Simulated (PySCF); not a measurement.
SeCl3, SMILES Cl[Se](Cl)Cl, multiplicity 2. The structure is a stationary point at PBE-D3(BJ)/def2-SVP. The spin state was assumed, not searched. The isomer is the one that the SMILES or the coordinates give; other isomers of the formula were not compared.

Problem. Give the equilibrium geometry at PBE-D3(BJ)/def2-SVP (PySCF confirms it by a frequency run) as a Z-matrix, and its point group. (Estimate from the structure and the level; the computed values follow.)

Solution. point group Cs.
```
Se
Cl 1 2.2017
Cl 1 2.3359 2 97.94
Cl 1 2.3359 2 97.94 3 -156.91
```
Charge 0, spin multiplicity 2.
